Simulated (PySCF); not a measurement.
# What a mistake does to a calculation on BH2NOSi

All numbers below are calculated, not measured. They come from PySCF 2.14.0, an open-source quantum chemistry program, on an isolated molecule that a program drew, which may never have been made. The molecule is BH2NOSi (charge 0, singlet), drawn as the SMILES string `N=BO[SiH]`.

Each row is a Hartree-Fock (HF) and frozen-core CCSD(T) single point in the cc-pV(D+d)Z basis, meant for a local HF minimum. Run 1 is clean. Each other run has one planted mistake out of seven kinds, and not every kind appears here: one electron removed, one electron added, multiplicity raised by two, geometry at a saddle point, minimal basis STO-3G, one bond length entered in bohr, all coordinates scaled. The reference is restricted for singlets and unrestricted otherwise, and also for a bond in bohr. Adding or removing an electron swaps singlet and doublet. Electrons count all cores. HOMO and LUMO are orbital energies over both spins, the gradient is its largest component, and the lowest frequency (negative if imaginary) is given only where the gradient is small. Bond lengths are over the 5 bonds as drawn. T1 is the CCSD diagnostic: over 0.02 (restricted) or 0.045 (unrestricted) a single reference is doubtful.

Geometry of the clean run:
```xyz
6
BH2NOSi, angstrom
N    -1.1696    1.9958    1.6202
B    -0.5040    0.9631    1.5652
O     0.2184   -0.1490    1.5155
Si    0.4817   -1.4458    0.4849
H    -1.6993    2.8220    1.6687
H    -0.4688   -1.0181   -0.6267
```

| run | electrons | basis functions | <S^2> | HOMO (eV) | LUMO (eV) | gradient (hartree/bohr) | lowest frequency (cm^-1) | mean bond (Å) | longest bond (Å) | T1 | HF (hartree) | CCSD(T) (hartree) | mistake |
|---|---|---|---|---|---|---|---|---|---|---|---|---|---|
| 1 | 36 | 75 | 0.000 | -9.58 | 0.67 | 2.3e-05 | 119 | 1.3481 | 1.677 | 0.0175 | -444.14094 | -444.68330 | no fault |
| 2 | 36 | 75 | 2.006 | -8.17 | -0.24 | 2.5e-02 | - | 1.3481 | 1.677 | 0.0199 | -444.09509 | -444.61182 | multiplicity raised by two |
| 3 | 37 | 75 | 0.776 | -0.77 | 8.41 | 7.5e-02 | - | 1.3481 | 1.677 | 0.0171 | -444.14214 | -444.68582 | one electron added |
| 4 | 36 | 26 | 0.000 | -6.79 | 5.84 | 7.3e-02 | - | 1.3481 | 1.677 | 0.0241 | -438.73109 | -438.95511 | ? |

**Which mistake was planted in run 4, and what did it cost?**

It has 26 basis functions where the clean run has 75, with the same electrons and geometry. So the mistake is: minimal basis STO-3G. Subtracting run 1 and multiplying by 627.51 kcal/mol a hartree, the energy moved by 3394.7 kcal/mol in HF and 3594.5 kcal/mol in CCSD(T).

Cautions from the logs. Run 4: T1 is over the limit, so its CCSD(T) energy is less reliable.
